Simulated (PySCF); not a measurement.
**A small calculation by hand: dipole moment from atomic charges**

1-bromo-3-fluoropropa-1,2-diene (C3H2BrF), SMILES C(=CBr)=CF. Atoms are numbered in the order given.

```xyz
7

F     -3.1660     0.3731    -0.9460
C     -2.4152    -0.4396    -0.1923
C     -1.1239    -0.5915    -0.3626
C      0.1608    -0.7696    -0.4881
Br     1.4611     0.2840     0.4380
H     -2.9958    -0.9663     0.5731
H      0.6193    -1.5275    -1.1294
```

Geometry optimised at B3LYP-D3(BJ)/def2-SVP.

Charges (e) from PBE/def2-TZVP run with PySCF:

```
atom  Mulliken     IAO
----  --------  ------
F1      -0.137  -0.237
C2       0.032   0.122
C3      -0.011  -0.063
C4      -0.142  -0.213
Br5     -0.032   0.030
H6       0.127   0.170
H7       0.164   0.190
```

The dipole moment of the full density is 1.41 D.

Question: What dipole moment does each set of point charges give, and which comes closer to that of the density?

Answer: 
μ = Σ q r, and 1 e Å = 4.8032 D.
Mulliken: Σ q r = (0.020, -0.332, 0.070) e Å, |μ| = 1.63 D.
IAO: Σ q r = (0.144, -0.387, 0.224) e Å, |μ| = 2.26 D.
Mulliken comes closer in size. Point charges leave out the atoms' own dipoles (lone pairs, polarised bonds); fits to the potential absorb them, partitions of the density don't.
